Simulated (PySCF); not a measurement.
Question: What does the PBE0-D3(BJ)/def2-SVP structure of `CC#[C][GeH2][SiH2]N` look like in three dimensions?

Answer: 
```xyz
15
C3H9GeNSi angstrom
C      3.0596    0.8505   -0.2328
C      1.8683    0.0228   -0.1569
C      0.8850   -0.6965   -0.1027
Ge    -0.7201   -1.7169    0.0002
Si    -2.4522   -0.0842   -0.0149
N     -1.8541    1.1587    1.0331
H      2.8386    1.8977    0.0267
H      3.4823    0.8382   -1.2497
H      3.8363    0.4887    0.4589
H     -0.7555   -2.6903   -1.1924
H     -0.6791   -2.5387    1.3018
H     -3.7405   -0.6126    0.5309
H     -2.7205    0.3030   -1.4436
H     -2.4189    1.9754    1.2391
H     -0.8722    1.4041    0.9500
```

Orientation and origin are arbitrary. Atoms count from 1 in this order. Ge4 (germanium bonded to C, Si and 2 H) is distorted tetrahedral (angles from 104.2° to 114.3°). Si5 (SiH2 silicon) is distorted tetrahedral (angles from 103.7° to 116.8°). Of the pairs four or more bonds apart, C3···H15 is among the closest relative to their van der Waals radii: 2.93 Å, 101 % of the sum of Bondi's values. N6 (silicon-bound nitrogen) has angles 120.6°, 117.2° and 111.1°, sum 348.9°, 0.23 Å off the plane of its three neighbours.

Bonds between heavy atoms (Å): C1–C2 1.453, C2≡C3 1.219, C3–Ge4 1.905, Ge4–Si5 2.380, Si5–N6 1.732.

Computed with PBE0-D3(BJ)/def2-SVP geometry optimisation, gas phase in PySCF 2.14.0.

Point group: C1 (no symmetry element, even within 0.4 Å). No frequency check. The numbers are those of one conformer (C3–Ge4–Si5–N6 -42°, Ge4–Si5–N6–H -178° and 42°).

Hardware: one thread of an Arm Neoverse N1, no GPU (shared host). Cost: 2.6 min wall, 0.67 GiB resident at most. That covers the optimisation of the geometry.
